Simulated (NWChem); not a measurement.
System: BNH3F; SMILES NBF

```xyz
6

B     -0.4866     0.0734     0.0000
H     -1.6818     0.1022     0.0000
F      0.1962     1.2300     0.0000
N      0.2087    -1.1390     0.0000
H      1.2187    -1.1940     0.0000
H     -0.2576    -2.0337     0.0000
```
Atoms are numbered in this order, from 1.

All runs: NWChem. STO-3G and 3-21G are far too small for this property and stand as cheap habits. Geometry: optimised at B3LYP/6-31G* (spherical d). GIAO values for the isolated, static molecule; σ is the absolute isotropic shielding, δ = σ(reference) − σ with the isolated reference molecule computed at the same levels (11B: boron trifluoride, 19F: trichlorofluoromethane, 1H: tetramethylsilane, 15N: ammonia).

Order these runs by computing time, cheapest first, and give rough ratios: LDA (Slater exchange, VWN5)/pcSseg-1; PBE0/pcSseg-2; Hartree-Fock/STO-3G.

Hartree-Fock/STO-3G (1), LDA (Slater exchange, VWN5)/pcSseg-1 (9), PBE0/pcSseg-2 (100). Ratios are rough, from one shared machine; the cheapest took about 2.2 core-seconds (a rough figure). What differs between the cheapest and the dearest: δ B1 (ppm) 17.2 → 17.9; δ H2 (ppm) 4.08 → 4.41; δ F3 (ppm) -17.5 → -121.6; δ N4 (ppm) 29.9 → 84.6.
